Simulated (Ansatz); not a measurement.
Ideal-gas functions of AlAsCl$_{3}$H$_{3}$ (`[Cl][Al-]([Cl])([Cl])[AsH3+]`) at 600 K and 1 bar, from an Ansatz frequency run at PBE0-D4/def2-TZVP.

Molar mass 211.29 g/mol, point group C3v (symmetry number 3), electronic degeneracy 1, moments of inertia 462.933, 645.373, 645.379 u Å². Harmonic wavenumbers (cm⁻¹, unscaled): 61, 61, 89, 127, 137, 137, 265, 346, 346, 382, 576, 576, 888, 1002, 1002, 2302, 2324, 2324.

Use S(trans) = R[1.5 ln M + 2.5 ln T − 1.1517]; rotational temperatures θ = 24.2544 K / I; S(rot) = R[ln(√π/σ · √(T³/θAθBθC)) + 1.5]; for each mode x = 1.438777 ν̃/T, S = R[x/(eˣ − 1) − ln(1 − e⁻ˣ)] and H = RT x/(eˣ − 1); 1 cm⁻¹ = 0.0119627 kJ/mol; R = 8.31446 J/(mol·K).

**Question.** By hand: the entropy, in J/(mol·K).

**Answer.** Translation 190.2. Rotation: θ = 0.0524, 0.0376, 0.0376 K, giving 127.4. Vibration, mode by mode: 24.30, 24.30, 21.17, 18.23, 17.61, 17.61, 12.22, 10.10, 10.10, 9.33, 6.26, 6.26, 3.44, 2.78, 2.78, 0.22, 0.21, 0.21, in all 187.1. Electronic 0.0. Sum 504.7 J/(mol·K).

**Question.** By hand: H − E and G − E in kJ/mol, counted from the electronic energy.

**Answer.** Zero-point energy ½ × 12945 × 0.0119627 = 77.4; thermal vibration 48.2; translation, rotation and pV give 4 RT = 20.0. H − E = 145.6 kJ/mol, and G − E = 145.6 − 600 × 504.7/1000 = -157.2 kJ/mol.

Vibration gives 37 % of the entropy, 123.2 J/(mol·K) of it from the modes under 150 cm⁻¹: soft modes count most, and the harmonic formula is weakest for them.
